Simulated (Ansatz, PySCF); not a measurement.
Molecule: GeH$_{2}$, net charge 0, singlet state. 
Geometry from a B3LYP-D3(BJ)/def2-TZVP (Ansatz, a quantum-chemistry and plane-wave program) optimisation:
```xyz
3

Ge    -0.0030    -0.0010     0.0661
H      0.0397    -1.1207    -1.0751
H      0.0547     1.1536    -1.0391
```
Charge 0, spin multiplicity 1.

Property: atomisation energy (electronic, to ground-state atoms), in kcal/mol. Correlated levels leave the core frozen unless marked. Open shells are spin-unrestricted. Spin-orbit coupling is left out. The frozen core is the preceding noble-gas configuration, with the filled d and f shells of earlier blocks. Non-relativistic. FCI takes restricted orbitals. The coupled-cluster limit lacks core correlation, which all-electron functionals hold. CBS(X,Y): correlation extrapolated as X^-3; Hartree-Fock from the larger set (for Q and 5 zeta extrapolated as (X+1)exp(-9√X)).

The Hartree-Fock reference is unstable (checked in the largest basis), which strains HF and MP2. 

```csv
level,program,atomisation energy (kcal/mol)
PBE0/def2-TZVPD,Ansatz,137.1
MN15-D3(BJ)/def2-TZVPD,PySCF + dftd3,___
LC-wPBE-D3(BJ)/def2-TZVPD,Ansatz + dftd3,136.4
LC-wPBE-D4/def2-TZVPD,Ansatz + dftd4,136.4
B2GP-PLYP-D4/def2-TZVPD,Ansatz + dftd4,137.6
RPA@PBE/cc-pVTZ,Ansatz,___
SCS-MP2/6-31G*,Ansatz,115.6
CCSD/def2-SVPD,Ansatz,___
CCSD/def2-TZVPP,Ansatz,___
CCSD/def2-QZVPP,Ansatz,139.4
FCI/STO-3G,Ansatz,181.8
FCI/6-31G,Ansatz,113.9
"CCSD(T)/CBS(cc-pVQZ,cc-pV5Z)",Ansatz,141.3
```

Task: Complete the blanks.

Result: 
- MN15-D3(BJ)/def2-TZVPD, atomisation energy (kcal/mol): 139.9
- RPA@PBE/cc-pVTZ, atomisation energy (kcal/mol): 133.5
- CCSD/def2-SVPD, atomisation energy (kcal/mol): 132.6
- CCSD/def2-TZVPP, atomisation energy (kcal/mol): 137.7
